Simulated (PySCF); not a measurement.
Si(All)(F)2(H) (C₃H₆F₂Si), SMILES C=CC[SiH](F)F. Atoms are numbered in the order given.

```xyz
12

Si     0.8675    -0.1241     0.1896
F      2.1557    -0.5144    -0.7128
F      1.0496     1.4295     0.6129
C     -0.6907    -0.2943    -0.8218
C     -1.8791     0.2029    -0.0486
C     -2.7963    -0.5695     0.5424
H      0.8899    -0.9461     1.4176
H     -0.5489     0.2757    -1.7571
H     -0.8056    -1.3570    -1.0968
H     -1.9505     1.2915     0.0639
H     -2.7643    -1.6615     0.4651
H     -3.6169    -0.1363     1.1197
```

The structure is a stationary point at B3LYP-D3(BJ)/def2-SVP. Other conformers were not sampled.

Computed with PBE/def2-TZVP in PySCF.

The molecule is in vacuum.

Computed frontier levels, gap, dipole moment and polarisability:
```yaml
highest_occupied_level: -6.45 eV
lowest_empty_level: -1.29 eV
orbital_gap: 5.16 eV
dipole_moment: 1.87 D
quadrupole, principal values (traceless, Buckingham form, about the centre of nuclear charge): -3.35, 0.00, 3.34 D·Å
mean_static_polarisability: 61.1 bohr³ (9.05 Å³)
polarisability_principal_values: 51.3, 54.6, 77.4 bohr³
```
